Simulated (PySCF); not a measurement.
RbI, SMILES [Rb][I].

Geometry: B3LYP-D3(BJ)/def2-TZVPD. The def2 effective core potentials stand for the cores of I, Rb; spin–orbit coupling is left out.

The numbers are results of B3LYP-D3(BJ)/def2-TZVPD run with PySCF, not measurements.

Frequencies are harmonic and unscaled.

| mode | ν (cm⁻¹) | IR (km/mol) | Raman (Å⁴/amu) | depolarisation | moving atoms (share of kinetic energy) |
|---|---|---|---|---|---|
| 1 | 130 | 18.2 | 6.9 | 0.08 | Rb 60 %, I 40 % |
